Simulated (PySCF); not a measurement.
C2H7NSi2, SMILES [SiH3][C@H]1N=C[SiH2]1.

The structure is a stationary point at ωB97X-D3(BJ)/def2-SVP. The structure was generated by enumeration; whether it is a known compound was not checked.

All values below come from TDDFT-PBE0/def2-SVPD in PySCF 2.14.0.

Vertical excitations. The molecule is in vacuum.

```tsv
state	energy (eV)	λ (nm)	f	main pairs
S1	4.13	300	0.000	HOMO→LUMO 99 %
S2	5.43	228	0.001	HOMO→LUMO+1 96 %
S3	5.82	213	0.019	HOMO−1→LUMO 74 %, HOMO−2→LUMO 20 %
S4	6.42	193	0.002	HOMO→LUMO+2 82 %, HOMO→LUMO+3 15 %
S5	6.60	188	0.064	HOMO−2→LUMO 73 %, HOMO−1→LUMO 18 %
S6	6.70	185	0.017	HOMO→LUMO+3 63 %, HOMO−1→LUMO+1 20 %, HOMO→LUMO+2 13 %
S7	6.79	183	0.072	HOMO−1→LUMO+1 76 %, HOMO→LUMO+3 15 %
S8	7.15	173	0.002	HOMO→LUMO+4 56 %, HOMO→LUMO+5 31 %
S9	7.23	171	0.002	HOMO→LUMO+5 59 %, HOMO→LUMO+4 36 %
S10	7.39	168	0.028	HOMO−2→LUMO+1 79 %
T1	3.26	380	0	HOMO→LUMO 96 %
T2	4.31	287	0	HOMO−1→LUMO 68 %, HOMO−2→LUMO 18 %
T3	5.20	239	0	HOMO→LUMO+1 97 %
T4	5.65	220	0	HOMO−2→LUMO 64 %, HOMO−1→LUMO 25 %
```
Triplets are in the Tamm–Dancoff approximation, which puts them higher than full response would, so one can lie above its singlet here.
